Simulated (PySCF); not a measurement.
**Correlation energy of Ne (neon, neutral)**

[Ne], closed-shell 1S. All numbers are calculated (PySCF 2.14, the non-relativistic Hamiltonian (point nucleus), in cc-pVDZ (3s2p1d, 14 functions)). Frozen: 1s2; 8 electrons correlated.

MP2 pair energies summed by pair of shells (mhartree):

```csv
pair,energy,share (%)
2p-2p,-140.14,75.5
2s-2p,-38.11,20.5
2s-2s,-7.27,3.9
```

Total MP2 correlation energy: -185.52 mhartree.

Same-spin part -50.78 and opposite-spin part -134.75 mhartree; SCS-MP2 scales them by 1/3 and 6/5 to -178.62 mhartree.

| level | correlation energy (mhartree) |
| --- | --- |
| CCSD | -189.02 |
| (T) | -1.04 |
| CCSD(T) | -190.06 |

Diagnostics: T1 = 0.0023, D1 = 0.0036, largest double amplitude 0.042.

Question: Is a single reference adequate?

Answer: Yes: T1 lies below 0.03 and no double amplitude reaches 0.07.
